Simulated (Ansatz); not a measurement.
The first iterations of a band of CH4AlFO (8 atoms, charge 0, multiplicity 1).

The calculation used RKS BLYP-D4/def2-SVP in Ansatz 0.2.0.

- movable images: 7
- climbing image: yes
- spring: 5.0 eV/Å²
- optimiser: quadratic models (default)
- start path: IDPP
- force threshold: 0.05 eV/Å
- iteration limit: 60
- end points: relaxed

First end point:

```xyz
8
Properties=species:S:1:pos:R:3
O -1.428 0.788 -1.019
Al -0.181 0.663 0.165
C 0.464 -1.160 0.488
F 1.373 -0.380 -0.533
H -1.743 1.634 -1.377
H 0.352 1.899 1.001
H 0.103 -2.037 -0.080
H 1.151 -1.464 1.299
```

Last end point:

```xyz
8
Properties=species:S:1:pos:R:3
O -0.453 1.491 -1.232
Al -0.310 0.654 0.262
C 0.480 -1.174 0.210
F 0.834 -1.574 -1.094
H -0.821 2.384 -1.337
H -0.789 1.318 1.632
H -0.231 -1.923 0.638
H 1.384 -1.233 0.865
```

| iteration | highest image above the first end (eV) | largest band force component (eV/Å) |
| --- | --- | --- |
| 1 | 0.251 | 1.146 |
| 2 | 0.191 | 0.892 |
| 3 | 0.258 | 2.753 |

Problem. Does the band converge within its limit, and where does its top end?

Solution. It converged. It ended after 9 iterations with the highest image 0.099 eV above the first end. A vibrational analysis at the climbing image gives one clearly imaginary mode, 65i cm⁻¹: a first-order saddle point. The orbitals stay closed-shell, which can raise the energy where a bond breaks towards radicals; this wasn't checked here.

Run time: 2.3 min on 1 thread of Arm Neoverse V2, with other jobs on the host, peak memory 0.14 GiB.
